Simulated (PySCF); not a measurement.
SMILES SBS at its PBE0/def2-SVP optimised geometry (Å):

```
6

B      0.0802     0.1186     0.0000
H     -0.5358     1.1518     0.0000
S      1.8744     0.1186     0.0000
H      2.0244     1.4594    -0.0003
S     -0.7739    -1.4594    -0.0002
H     -2.0244    -0.9530     0.0007
```

Calculation: PBE0/def2-TZVP (PySCF 2.14.0). Cells within 0.4 Å of a nucleus heavier than hydrogen are left out (blank, or x).

Map of the log10 of the electron density (e/bohr³), floored at −4 on the plane z = 0.0 Å:

```
|0000000000000000000000000000000|
|0000000000000000000000000000000|
|0000000000000000000000000000000|
|0000000000000000000000000000000|
|0000000000000000000000000000000|
|0000000000000000000011110000000|
|0000000000011221111223322100000|
|0000000001123333222344443210000|
|0000000001334444433455654321000|
|0000000012355665544567765431000|
|0000000013457777655678976532100|
|0000000023567987766778986542100|
|0000000123567888777788887643200|
|0000001123567888878889987653210|
|000001233456778xx8889xx88654210|
|00001234455677xxx888xxx98754310|
|0000234566677888888889987654210|
|0001245678778888777788887653210|
|0001245799888988766677776543210|
|000124578889xx98765556655432100|
|000123567889xx98754444444321000|
|000013456788xx88654333332210000|
|0000123456788887653221111100000|
|0000012345677776543210000000000|
|0000001234566665432100000000000|
|0000000123455554321000000000000|
|0000000012333433211000000000000|
|0000000001222222100000000000000|
|0000000000011110000000000000000|
|0000000000000000000000000000000|
|0000000000000000000000000000000|
```
Scale: ten equal steps from -4.00 (start of '0') to -0.272 (end of '9'), in the order '0123456789'; x runs from -4.50 to 4.50, y from -4.50 (bottom) to 4.50 (top).
